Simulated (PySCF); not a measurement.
Species: HBr.
SMILES: `Br`

The closed-shell ground state was solved at several levels (PySCF, density fitting, gas phase). Geometry: PBE0-D3(BJ)/def2-SVP; no solvent, vibrations or thermal averaging. Relativistic effects, spin–orbit coupling among them, are left out although an element past zinc is present.

```
         level  basis functions  HOMO (eV)  LUMO (eV)  gap (eV)  dipole (D)
   HF/pcSseg-2               77     -11.82       2.58     14.40        1.03
 PBE0/pcSseg-0               27      -8.54       0.13      8.67        1.61
   PBE0/6-31G*               34      -8.68       0.16      8.84        1.15
PBE0/def2-TZVP               54      -8.75      -0.18      8.57        0.95
B97-2/pcSseg-1               46      -8.41      -0.14      8.27        1.07
```

Problem. Estimate the row for PBE0/cc-pVTZ, a basis of 57 functions; the other rows only guide the guess.

Solution. HOMO -8.76 eV, LUMO -0.23 eV, gap 8.53 eV, dipole 0.96 D.

Problem. Over all these levels, which gives the widest orbital gap and which the narrowest?

Solution. HF/pcSseg-2 (Hartree–Fock, all exact exchange) has the widest, 14.40 eV, and B97-2/pcSseg-1 (global hybrid, 21 % exact exchange) the narrowest, 8.27 eV. Functional and basis both differ between the two, so the spread mixes both effects.

Problem. How much does the basis alone move the frontier levels among the 4 PBE0 rows (the withheld one included)?

Solution. The HOMO by 0.22 eV and the LUMO by 0.39 eV. By rising basis size (HOMO, LUMO in eV): pcSseg-0 -8.54, 0.13; 6-31G* -8.68, 0.16; def2-TZVP -8.75, -0.18; cc-pVTZ -8.76, -0.23.

Problem. How far do the dipole and the HOMO energy spread over the levels?

Solution. The dipole runs from 0.95 to 1.61 D (mean 1.13 D) and the HOMO from -11.82 to -8.41 eV.
